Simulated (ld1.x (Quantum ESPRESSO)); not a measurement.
Which change was made? (Mn, TM)

Mn, norm-conserving Troullier–Martins (Kleinman–Bylander form), made with ld1.x (Quantum ESPRESSO) 7.5 (PBEsol, scalar-relativistic). Core [Ne], reference 3s2 3p6 3d5 4s0 4p0 (charge +2). Waves: 3s (bound): rc 1.30 bohr; 3d (bound): rc 1.20 bohr; 3p (bound): rc 0.90 bohr. Local part: the p channel. Core correction: none.

Cutoffs, loose and tight: the cutoffs (Ry, on a coarse ladder) from which the occupation-weighted sum of valence levels, in a spherical-Bessel basis at the reference potential, stays within 10 and 1 mRy of its value at 400 Ry. They do not see the model core or the augmentation charge, which bear on the density cutoff. Test errors are all-electron minus pseudo excitation energies from the reference, over the configurations 3s2 3p6 3d5 4s2 4p0; 3s2 3p6 3d5 4s1 4p0; 3s2 3p6 3d4 4s0 4p0; 3s2 3p6 3d6 4s0 4p0; 3s2 3p6 3d4 4s2 4p1; 3s2 3p5 3d5 4s2 4p0; 3s2 3p6 3d5 4s1.5 4p0; variants that change the core or the reference have their own tests.

The base gives: outcome: generated; cutoff, loose: 140 Ry; cutoff, tight: 230 Ry; bound ghosts: none; largest test error (meV): +964.

(1) After one change the result is: outcome: generated; bound ghosts: not determined; largest test error (meV): -5430. Which change was it?
A. local potential the s channel
B. all radii scaled by about 1.15 (s 1.48, p 1.04, d 1.38 bohr)
C. type ultrasoft; waves now 3s (bound): rcut 1.15, rcutus 1.30 bohr; 4s (bound): rcut 1.15, rcutus 1.30 bohr; 3p (bound): rc 0.90 bohr; 4p (bound): rc 0.90 bohr; 3d (bound): rcut 1.05, rcutus 1.20 bohr; 3d channel at -0.75 Ry: rcut 1.05, rcutus 1.20 bohr; local potential all-electron potential smoothed inside 1.15 bohr (lloc = -1); augmentation built from norm-conserving waves at rcut, not smoothed further
D. reference 3s2 3p6 3d5 4s2 4p0
E. wave 3d (bound): rc 1.20 bohr becomes 3d (bound): rc 1.38 bohr

Answers

(1) C. The others give: all radii scaled by about 1.15 (s 1.48, p 1.04, d 1.38 bohr) → outcome: generated; cutoff, loose: 120 Ry; cutoff, tight: 180 Ry; bound ghosts: none; largest test error (meV): +1581 | local potential the s channel → outcome: generated; cutoff, loose: 140 Ry; cutoff, tight: 230 Ry; bound ghosts: none; largest test error (meV): +2060 | reference 3s2 3p6 3d5 4s2 4p0 → outcome: generated, misses its reference levels by 0.26 eV; cutoff, loose: 140 Ry; cutoff, tight: 230 Ry; bound ghosts: none; largest test error (meV): -1369 | wave 3d (bound): rc 1.20 bohr becomes 3d (bound): rc 1.38 bohr → outcome: generated; cutoff, loose: 120 Ry; cutoff, tight: 230 Ry; bound ghosts: none; largest test error (meV): +947.
